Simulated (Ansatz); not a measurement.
Reaction (formal exchange of groups at the Sb–C bond): `[CH3][SbH][CH3]` + SiH₄ → `[CH3][SbH][SiH3]` + CH₄

Gas-phase electronic energies from Ansatz, PBE0-D4/def2-TZVP geometries. CBS: MP2 limit from def2 TZ/QZ plus the TZ coupled-cluster correction, frozen cores. This one scheme is used for every species. DFT in def2-TZVPP. def2 core potentials past Kr. For Sb outer-core shells are correlated without core-valence functions, which leaves a few kJ/mol of doubt a bond.

| level | ΔE (kcal/mol) | difference from CCSD(T)/CBS |
| --- | --- | --- |
| BLYP-D4 | -14.7 | -0.6 |
| B97M-V | -14.9 | -0.8 |
| PBE0-D4 | -16.5 | -2.4 |
| B2PLYP | -14.0 | 0.1 |
| PBE-QIDH | -15.2 | -1.1 |
| BLYP | -14.2 | -0.1 |
| r2SCAN | -15.6 | -1.5 |
| CAM-B3LYP | -13.6 | 0.5 |
| CCSD/def2-TZVPP | -13.2 | 0.9 |
| HF/def2-QZVPP | -12.7 | 1.4 |
| CCSD(T)/CBS | -14.1 | 0 |

Largest T1 diagnostic among the species: 0.013.

At CCSD(T), def2-SVP lies −1.0 kcal/mol from the extrapolated value and def2-TZVPP +0.8 kcal/mol. Leaving LDA and LC-ωPBE aside and taking each functional with its dispersion term where it has one, the values, not all of them listed here, spread over 2.6 kcal/mol, from HSE06-D4 to B2PLYP.
